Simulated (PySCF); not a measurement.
# Electron correlation in Si⁺ (silicon, charge +1)

[Ne] 3s2 3p1, 2P determinant. All numbers are calculated (PySCF 2.14, the non-relativistic Hamiltonian (point nucleus), in pcseg-2). Frozen: [Ne]; 3 electrons correlated.

MP2 pair energies summed by pair of shells (mhartree):

```json
{"pair": "3s-3s", "energy": "-22.53", "share (%)": "57.0"}
{"pair": "3s-3p", "energy": "-16.97", "share (%)": "43.0"}
```

Total MP2 correlation energy: -39.50 mhartree.

Same-spin part -2.41 and opposite-spin part -37.09 mhartree; SCS-MP2 scales them by 1/3 and 6/5 to -45.31 mhartree.

```json
{"level": "CCSD", "correlation energy (mhartree)": "-55.55"}
{"level": "(T)", "correlation energy (mhartree)": "-0.90"}
{"level": "CCSD(T)", "correlation energy (mhartree)": "-56.45"}
```

Diagnostics: T1 = 0.012, D1 = 0.0248, largest double amplitude 0.106.

Cost of the coupled-cluster step: 0.26 s of wall time on 1 thread of Neoverse-V1 (shared host), for 3 correlated electrons.

Iterations:

```
CC2 = 0
CCSD nocc = (np.int64(2), np.int64(1)), nmo = (29, 29)
frozen orbitals [[0, 1, 2, 3, 4], [0, 1, 2, 3, 4]]
max_cycle = 100
direct = 0
conv_tol = 1e-08
conv_tol_normt = 1e-06
diis_space = 8
diis_start_cycle = 0
Init t2, MP2 energy = -0.0395025261932571
Init E_corr(UCCSD) = -0.0395025262013072
cycle = 1  E_corr(UCCSD) = -0.0494611102363386  dE = -0.00995858404  norm(t1,t2) = 0.0518166
cycle = 2  E_corr(UCCSD) = -0.0529356948544484  dE = -0.00347458462  norm(t1,t2) = 0.0225144
cycle = 3  E_corr(UCCSD) = -0.0555530606063619  dE = -0.00261736575  norm(t1,t2) = 0.0106512
cycle = 4  E_corr(UCCSD) = -0.0555419607696246  dE = 1.10998367e-05  norm(t1,t2) = 0.00121187
cycle = 5  E_corr(UCCSD) = -0.0555584763128177  dE = -1.65155432e-05  norm(t1,t2) = 0.000150947
cycle = 6  E_corr(UCCSD) = -0.0555521946544495  dE = 6.28165837e-06  norm(t1,t2) = 2.71239e-05
cycle = 7  E_corr(UCCSD) = -0.0555543770287765  dE = -2.18237433e-06  norm(t1,t2) = 7.73592e-06
cycle = 8  E_corr(UCCSD) = -0.0555539049119364  dE = 4.7211684e-07  norm(t1,t2) = 1.88638e-06
cycle = 9  E_corr(UCCSD) = -0.0555538885508433  dE = 1.63610931e-08  norm(t1,t2) = 1.45121e-07
cycle = 10  E_corr(UCCSD) = -0.0555538911547764  dE = -2.60393312e-09  norm(t1,t2) = 3.47993e-08
UCCSD converged
E(UCCSD) = -288.6231008413242  E_corr = -0.05555389115477639
UCCSD(T) correction = -0.000897160966851625
```
